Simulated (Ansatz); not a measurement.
Molecule: CH₅In, charge 0, multiplicity 1. SMILES: [CH3][InH2]
Coordinates optimised at B3LYP-D3(BJ)/def2-TZVP (Ansatz, an electronic-structure program):
```xyz
7

C     -1.8537     0.0738    -0.1101
In     0.3149    -0.0128     0.0174
H     -2.2707    -0.0185     0.8950
H     -2.1749     1.0304    -0.5212
H     -2.2451    -0.7372    -0.7220
H      1.2177     1.4046     0.4597
H      1.1632    -1.4946    -0.3029
```
Charge 0, spin multiplicity 1.

Quantity: atomisation energy (electronic, to ground-state atoms), in kJ/mol. Correlated levels leave the core frozen unless marked. UHF or UKS for open shells. No spin-orbit coupling. Frozen are the shells of the preceding noble gas and the d and f shells that filled before the atom's block. Past Kr the def2 sets carry scalar-relativistic core potentials. The coupled-cluster limit lacks core correlation, which all-electron functionals hold. Basis-set limits of correlation are two-point, X^-3; Hartree-Fock from the larger set.

```
level                                  program  atomisation energy (kJ/mol)
------------------------------  --------------  ---------------------------
SVWN5/def2-TZVPD                        Ansatz                       2219.4
revPBE-D4/def2-TZVPD            Ansatz + dftd4                       1939.0
revPBE/def2-TZVPD                       Ansatz                       1913.8
BHLYP-D4/def2-TZVPD             Ansatz + dftd4                       1947.9
MP2/CBS(def2-TZVPP,def2-QZVPP)          Ansatz                       1972.0
SCS-MP2/def2-SVP                        Ansatz                       1866.5
```

**Question.** What does CCSD(T)/CBS(def2-TZVPPD,def2-QZVPPD) (Ansatz) give?

**Answer.** 1983.0 kJ/mol
